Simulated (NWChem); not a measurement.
System: CH5GeNOSi; SMILES [GeH3][C]1=N[SiH2]O1

Here is an NWChem input.

```
start job
memory heap 200 mb stack 900 mb global 1100 mb
geometry units angstroms noautoz
  Ge    -0.006748     1.655474     0.000124
  C      0.089918    -0.314493     0.000568
  N      1.141220    -1.058699     0.007098
  Si    -0.029944    -2.392011    -0.001588
  O     -1.100495    -1.012728    -0.007039
  H     -0.798243     2.098683     1.239103
  H      1.420336     2.209710     0.029191
  H     -0.746883     2.100112    -1.269796
  H     -0.134540    -3.220445    -1.230458
  H     -0.154174    -3.224065     1.222974
end
basis spherical
  * library def2-tzvp
end
dft
  xc b3lyp
  iterations 150
  semidirect filesize 400000000
  mulliken
end
task dft energy
```

Parts of the log:

```
             Northwest Computational Chemistry Package (NWChem) 7.3.0
             --------------------------------------------------------

 C1  symmetry detected

                             Geometry "geometry" -> ""
                             -------------------------

 Output coordinates in angstroms (scale by  1.889725989 to convert to a.u.)

  No.       Tag          Charge          X              Y              Z
 ---- ---------------- ---------- -------------- -------------- --------------
    1 Ge                  32.0000    -0.00053049     1.62702496    -0.00004695
    2 C                    6.0000     0.11088390    -0.34216297     0.00043127
    3 N                    7.0000     1.16774899    -1.07847625     0.00069759
    4 Si                  14.0000     0.00656973    -2.42052064    -0.00031671
    5 O                    8.0000    -1.07429194    -1.04929189     0.00041122
    6 H                    1.0000    -0.78764677     2.06475176     1.24366151
    7 H                    1.0000     1.42251607     2.19193838     0.02001507
    8 H                    1.0000    -0.75181109     2.06564397    -1.26550750
    9 H                    1.0000    -0.09941587    -3.25016552    -1.22825039
   10 H                    1.0000    -0.10385356    -3.25303156     1.22525716

 Effective nuclear repulsion energy (a.u.)     404.2837636184

                                 NWChem DFT Module
                                 -----------------

 Summary of "ao basis" -> "ao basis" (spherical)
 ------------------------------------------------------------------------------
       Tag                 Description            Shells   Functions and Types
 ---------------- ------------------------------  ------  ---------------------
 Ge                        def2-tzvp                16       48   6s5p4d1f
 C                         def2-tzvp                11       31   5s3p2d1f
 N                         def2-tzvp                11       31   5s3p2d1f
 Si                        def2-tzvp                13       37   5s5p2d1f
 O                         def2-tzvp                11       31   5s3p2d1f
 H                         def2-tzvp                 4        6   3s1p

            General Information
            -------------------
          SCF calculation type: DFT
          Wavefunction type:  closed shell.
          No. of atoms     :    10
          No. of electrons :    72
           Alpha electrons :    36
            Beta electrons :    36
          Charge           :     0
          Spin multiplicity:     1
          Use of symmetry is: off; symmetry adaption is: off
          Maximum number of iterations: 150
          AO basis - number of functions:   208
                     number of shells:    82
          Convergence on energy requested:  1.00D-06
          Convergence on density requested:  1.00D-05
          Convergence on gradient requested:  5.00D-04

              XC Information
              --------------
                         B3LYP Method XC Potential
                     Hartree-Fock (Exact) Exchange  0.200
                        Slater Exchange Functional  0.800 local
                    Becke 1988 Exchange Functional  0.720 non-local
              Lee-Yang-Parr Correlation Functional  0.810
                  VWN I RPA Correlation Functional  0.190 local

             Grid Information
             ----------------
          Grid used for XC integration:  medium
          Radial quadrature: Mura-Knowles
          Angular quadrature: Lebedev.
          Tag              B.-S. Rad. Rad. Pts. Rad. Cut. Ang. Pts.
          ---              ---------- --------- --------- ---------
          Ge                  1.25      112          13.0       590
          C                   0.70       49          10.0       434
          N                   0.65       49          11.0       434
          Si                  1.10       88          12.0       590
          O                   0.60       49          11.0       434
          H                   0.35       45          14.0       434
          Grid pruning is: on
          Number of quadrature shells:   572
          Spatial weights used:  Erf1

      Superposition of Atomic Density Guess
      -------------------------------------

 Sum of atomic energies:       -2533.40770611

      Non-variational initial energy
      ------------------------------

 Total energy =   -2535.627440
 1-e energy   =   -4331.192932
 2-e energy   =    1391.281728
 HOMO         =      -0.326530
 LUMO         =      -0.008510

------------------------------------------------------------
EAF file 0: "./job.aoints.0" size=635437056 bytes
------------------------------------------------------------
               write      read    awrite     aread      wait
               -----      ----    ------     -----      ----
     calls:     1212         0         0         0         0
   data(b): 6.35e+08  0.00e+00  0.00e+00  0.00e+00
   time(s): 0.00e+00  0.00e+00  0.00e+00  0.00e+00  0.00e+00
rate(mb/s): 0.00e+00  0.00e+00
------------------------------------------------------------

     ---------------------------------------------
      Total Density - Mulliken Population Analysis
     ---------------------------------------------

    Atom       Charge   Shell Charges
 -----------   ------   -------------------------------------------------------
    1 Ge  32    31.74   2.00  2.00  1.17  0.80  0.80  0.64  5.98  4.43  1.57  1.31  0.94  8.89  1.12  0.02  0.07  0.01
    2 C    6     5.37   0.86  1.12  0.54  0.64  0.07  0.92  0.92  0.13  0.04  0.11  0.02
    3 N    7     7.91   0.82  1.15  0.61  0.93  0.24  1.57  1.84  0.72  0.01  0.04  0.00
    4 Si  14    13.14   2.00  0.59  1.39  0.83  0.45  4.10  1.73  0.47  0.96  0.28  0.15  0.14  0.05
    5 O    8     8.70   0.79  1.18  0.60  0.98  0.26  1.96  2.16  0.75  0.00  0.02  0.00
    6 H    1     1.02   0.22  0.53  0.26  0.01
    7 H    1     1.02   0.22  0.54  0.26  0.01
    8 H    1     1.02   0.22  0.53  0.26  0.01
    9 H    1     1.05   0.23  0.54  0.27  0.01
   10 H    1     1.05   0.23  0.54  0.27  0.01

   convergence    iter        energy       DeltaE   RMS-Dens  Diis-err
 ---------------- ----- ----------------- --------- --------- ---------
 d= 0,ls=0.0,diis     1  -2537.5957911958 -2.94D+03  5.79D-03  1.63D+00
 d= 0,ls=0.0,diis     2  -2537.4935776788  1.02D-01  3.78D-03  2.32D+00
 d= 0,ls=0.0,diis     3  -2537.7028951813 -2.09D-01  1.29D-03  2.45D-01
 d= 0,ls=0.0,diis     4  -2537.7202376760 -1.73D-02  5.88D-04  8.50D-02
 d= 0,ls=0.0,diis     5  -2537.7280065088 -7.77D-03  1.51D-04  3.34D-03
  Resetting Diis
 d= 0,ls=0.0,diis     6  -2537.7283109753 -3.04D-04  4.27D-05  2.06D-04
 d= 0,ls=0.0,diis     7  -2537.7283304473 -1.95D-05  2.78D-05  1.31D-05
 d= 0,ls=0.0,diis     8  -2537.7283288777  1.57D-06  1.54D-05  2.68D-05
 d= 0,ls=0.0,diis     9  -2537.7283320862 -3.21D-06  1.10D-06  1.17D-07
 d= 0,ls=0.0,diis    10  -2537.7283320974 -1.12D-08  3.19D-07  2.74D-08

         Total DFT energy =    -2537.728332097389
      One electron energy =    -4333.654886416513
           Coulomb energy =     1514.527103406576
    Exchange-Corr. energy =     -122.884312705829
 Nuclear repulsion energy =      404.283763618378

 Numeric. integr. density =       71.999985108491

                       DFT Final Molecular Orbital Analysis
                       ------------------------------------

 Vector   34  Occ=2.000000D+00  E=-3.258049D-01
              MO Center=  2.4D-02, -5.2D-01,  4.5D-04, r^2= 3.7D+00
   Bfn.  Coefficient  Atom+Function         Bfn.  Coefficient  Atom+Function
  ----- ------------  ---------------      ----- ------------  ---------------
    17      0.230336   1 Ge py               55     -0.222215   2 C  py
   154      0.221284   5 O  py               85     -0.188400   3 N  px
   157      0.187285   5 O  py               58     -0.179015   2 C  py
   153     -0.142830   5 O  px               88     -0.130254   3 N  px
   126     -0.122953   4 Si py              156     -0.119543   5 O  px

 Vector   35  Occ=2.000000D+00  E=-2.915991D-01
              MO Center=  1.5D-01, -9.8D-01, -8.7D-05, r^2= 2.1D+00
   Bfn.  Coefficient  Atom+Function         Bfn.  Coefficient  Atom+Function
  ----- ------------  ---------------      ----- ------------  ---------------
   155     -0.310456   5 O  pz               87      0.302738   3 N  pz
   158     -0.259802   5 O  pz               90      0.257085   3 N  pz
   161     -0.216916   5 O  pz               93      0.193458   3 N  pz
    56      0.144437   2 C  pz               59      0.125650   2 C  pz
    62      0.069485   2 C  pz              139     -0.047584   4 Si d  1

 Vector   36  Occ=2.000000D+00  E=-2.756170D-01
              MO Center=  6.7D-01, -8.5D-01,  5.1D-04, r^2= 2.8D+00
   Bfn.  Coefficient  Atom+Function         Bfn.  Coefficient  Atom+Function
  ----- ------------  ---------------      ----- ------------  ---------------
    85      0.276632   3 N  px               88      0.229304   3 N  px
    91      0.207968   3 N  px              153      0.204185   5 O  px
    86      0.194538   3 N  py              156      0.173093   5 O  px
    89      0.166808   3 N  py               83      0.157223   3 N  s
    17      0.150242   1 Ge py              159      0.124419   5 O  px

 Vector   37  Occ=0.000000D+00  E=-3.371162D-02
              MO Center=  2.3D-01, -4.1D-01,  1.4D-02, r^2= 3.6D+00
   Bfn.  Coefficient  Atom+Function         Bfn.  Coefficient  Atom+Function
  ----- ------------  ---------------      ----- ------------  ---------------
    62      0.376984   2 C  pz              130     -0.348747   4 Si pz
   181     -0.334459   6 H  s                21      0.332375   1 Ge pz
    59      0.322239   2 C  pz              193      0.323197   8 H  s
    56      0.317603   2 C  pz              205      0.310140  10 H  s
   199     -0.292894   9 H  s                93     -0.277687   3 N  pz

[...]
```

Level: B3LYP/def2-TZVP. Coordinates come from a PBE0/def2-SVP optimisation. B3LYP is NWChem's, with the RPA form of VWN correlation.
